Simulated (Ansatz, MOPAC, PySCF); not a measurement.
Isomers of CH7FSi2: 1 is C([SiH2]F)[SiH3], 2 is C[SiH2][SiH2]F; one conformer of each (the lowest of an xTB search), B3LYP-D3(BJ)/def2-TZVP minima.
Isomer 1 (charge 0, multiplicity 1):
```xyz
11

F     -1.894     1.239     0.582
Si    -1.582    -0.218    -0.028
C      0.144    -0.236    -0.715
Si     1.500     0.333     0.460
H     -2.597    -0.477    -1.072
H     -1.719    -1.198     1.071
H      0.181     0.375    -1.621
H      0.363    -1.266    -1.020
H      2.834     0.093    -0.140
H      1.411    -0.422     1.733
H      1.359     1.777     0.749
```
Isomer 2 (charge 0, multiplicity 1):
```xyz
11

C     -1.659    -0.363     0.372
Si    -0.298     0.809    -0.193
Si     1.763    -0.315    -0.187
F      2.946     0.674    -0.668
H     -1.733    -1.226    -0.292
H     -2.626     0.143     0.375
H     -1.467    -0.729     1.382
H     -0.579     1.305    -1.564
H     -0.217     1.982     0.713
H      2.115    -0.802     1.170
H      1.754    -1.478    -1.109
```

No zero-point or thermal terms.

The state reached by PM6 isn't checked.

Run with Ansatz (Gaussian orbitals); MOPAC for PM6 (differences of heats of formation); PySCF for the dispersion terms. Each number belongs to the level named beside it.

**Question.** One of these levels gives 17.46 kcal/mol for the electronic energy of isomer 2 less that of isomer 1. Name it.
A. PM6
B. SVWN5/def2-TZVPP
C. r2SCAN-D4/def2-TZVPP
D. PBE-D4/def2-TZVPP

**Answer.** A, PM6. The others give 2.89 (SVWN5/def2-TZVPP), 1.69 (PBE-D4/def2-TZVPP), 3.99 (r2SCAN-D4/def2-TZVPP)

Ansatz is a program for electronic structure.
